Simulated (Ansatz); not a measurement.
CH$_{7}$OSbSi (`C[O][SbH][SiH3]`), 11 atoms. Total charge 0; spin multiplicity 1. Correlated methods include outer-core shells of Sb, which these sets cover unevenly. Sb: def2 effective core potential. All runs use 4 threads of an Arm Neoverse V1 on a shared host. Correlated methods freeze the cores.

Q: How many basis functions does each run have, and how long does it take in Ansatz? RKS LC-ωPBE/def2-TZVPP energy; RKS PBE0-D4/def2-TZVPP energy; RKS PBE0-D4/def2-TZVP frequencies; RKS ωB97M-V/def2-SVP energy; RKS PBE0-D4/def2-QZVPP energy; RKS PBE0-D4/def2-TZVP relaxation (18 steps); RHF-MP2/def2-QZVPP energy; RKS BHLYP-D4/def2-TZVPP energy; RKS PBE0-D4/def2-SVP energy; direct RPA on PBE orbitals/def2-TZVPP energy; RHF-CCSD(T)/def2-SVP energy; RKS HSE06 (plane-wave form)-D4/def2-TZVPP energy. (Best estimate.)

A: The calculation gave: Other jobs shared the machine, so times are rough.

```json
{"level": "RKS PBE0-D4/def2-SVP", "job": "energy", "functions": "107", "wall time": "1.4 s", "peak host memory (GiB)": "0.23"}
{"level": "RKS LC-ωPBE/def2-TZVPP", "job": "energy", "functions": "252", "wall time": "2.9 s", "peak host memory (GiB)": "0.46"}
{"level": "RKS BHLYP-D4/def2-TZVPP", "job": "energy", "functions": "252", "wall time": "3.4 s", "peak host memory (GiB)": "0.67"}
{"level": "RKS PBE0-D4/def2-TZVPP", "job": "energy", "functions": "252", "wall time": "3.5 s", "peak host memory (GiB)": "0.64"}
{"level": "RKS HSE06 (plane-wave form)-D4/def2-TZVPP", "job": "energy", "functions": "252", "wall time": "3.8 s", "peak host memory (GiB)": "0.68"}
{"level": "RKS ωB97M-V/def2-SVP", "job": "energy", "functions": "107", "wall time": "6 s", "peak host memory (GiB)": "0.35"}
{"level": "direct RPA on PBE orbitals/def2-TZVPP", "job": "energy", "functions": "252", "wall time": "6.5 s", "peak host memory (GiB)": "0.66"}
{"level": "RHF-CCSD(T)/def2-SVP", "job": "energy", "functions": "107", "wall time": "8 s", "peak host memory (GiB)": "0.54"}
{"level": "RKS PBE0-D4/def2-QZVPP", "job": "energy", "functions": "476", "wall time": "9 s", "peak host memory (GiB)": "1.7"}
{"level": "RHF-MP2/def2-QZVPP", "job": "energy", "functions": "476", "wall time": "25 s", "peak host memory (GiB)": "2.8"}
{"level": "RKS PBE0-D4/def2-TZVP", "job": "relaxation (18 steps)", "functions": "191", "wall time": "68 s", "peak host memory (GiB)": "0.5"}
{"level": "RKS PBE0-D4/def2-TZVP", "job": "frequencies", "functions": "191", "wall time": "2.7 min", "peak host memory (GiB)": "0.51"}
```

LC-ωPBE has ω = 0.4 bohr⁻¹.
